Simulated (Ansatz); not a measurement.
Question: Name a neutral molecule of B, C, N, O, Si and H with HOMO–LUMO gap (ωB97M-V/def2-TZVPP) between 9.40 and 9.70 eV and LUMO energy (B3LYP/def2-TZVPP) between -2.25 and -1.95 eV (Ansatz, PBE0-D4/def2-TZVP geometry).

Answer: `OB1C=N[SiH2]1` (9.65 eV, -2.15 eV); `N=C([SiH3])BO` (9.59 eV, -2.04 eV); `B[Si](C)(N)O` (9.63 eV, -2.08 eV). Other molecules can fit too; these were computed, each in one conformer that needn't be the lowest.

B3LYP here is the variant with VWN-RPA as its local correlation; programs differ in this.
